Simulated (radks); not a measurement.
Q: All-electron atom: the copper ion Cu2+ in [Ar] 3d8 4f1 (not the ground configuration). All-electron calculation, Dirac Kohn-Sham, PBE, spin-unpolarised, spherical densities, point nucleus; open shells fill j = l - 1/2 first. Program: a radial shooting solver on a logarithmic mesh with Libxc functionals. Some entries of the table are withheld. Estimate them.

orbital,occ.,eigenvalue (hartree),<1/r> (bohr^-1),r(max) (bohr)
1s1/2,2,-326.7129,29.16,0.03411
2s1/2,2,-40.57637,6.359,0.1967
2p1/2,2,-35.73310,6.313,0.1564
2p3/2,4,-34.98016,6.172,0.1591
3s1/2,2,(1),2.020,(2)
3p1/2,2,(3),1.893,0.6116
3p3/2,4,(4),1.860,0.6194
3d3/2,4,-1.61309,1.533,0.5864
3d5/2,4,-1.60102,1.524,0.5891
4f5/2,1,-0.22852,0.1928,5.330
4f7/2,0,-0.22851,0.1928,5.330

A: 
(1) 3s1/2 eigenvalue (hartree): -5.71209
(2) 3s1/2 r(max) (bohr): 0.6118
(3) 3p1/2 eigenvalue (hartree): -4.20217
(4) 3p3/2 eigenvalue (hartree): -4.10463
